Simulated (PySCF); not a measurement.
Computed Raman spectrum (relative Raman activity) of a molecule C3H9BO. The structure is a stationary point at PBE0-D3(BJ)/def2-SVP. The values are those of a single conformer. All values below come from PBE0-D3(BJ)/def2-SVP (PySCF). No scaling factor is applied to the harmonic values.

Lines under 2 % of the strongest are left out, and lines within 2 cm⁻¹ are merged.

ν (cm⁻¹): 697 (vw), 1158 (vw), 1386 (w), 1432 (w), 1435 (w), 1439 (vw), 1442 (w), 1468 (w), 1480 (w), 3033 (s), 3043 (m), 3046 (vs), 3118 (m), 3121 (m), 3124 (m), 3154 (m), 3164 (m), 3170 (m) (against the strongest line: vs over 80 %, s over 45 %, m over 15 %, w over 4 %, vw less)

Problem. Which structure fits?
A) COB(C)C
B) CCCBO
C) CC(C)BO
D) CBOCC

Solution. A, COB(C)C
